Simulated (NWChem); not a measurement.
System: HSeSF; SMILES F[Se]S

```xyz
4

Se    -0.4233     0.4466    -0.0076
F      1.1042     1.3504    -0.0136
S      0.2529    -1.5957    -0.0560
H      0.4098    -1.8067     1.2760
```
Atoms are numbered in this order, from 1.

All runs: NWChem. Pople sets run with spherical d functions. All runs use the structure optimised with PBE0/def2-SVP.

Task: Predict the results for PBE/6-31G*. Quantities: highest occupied level (eV); orbital gap (eV); dipole (D).

Result: 
```json
{
 "highest occupied level (eV)": "-5.59",
 "orbital gap (eV)": "3.10",
 "dipole (D)": "1.84"
}
```
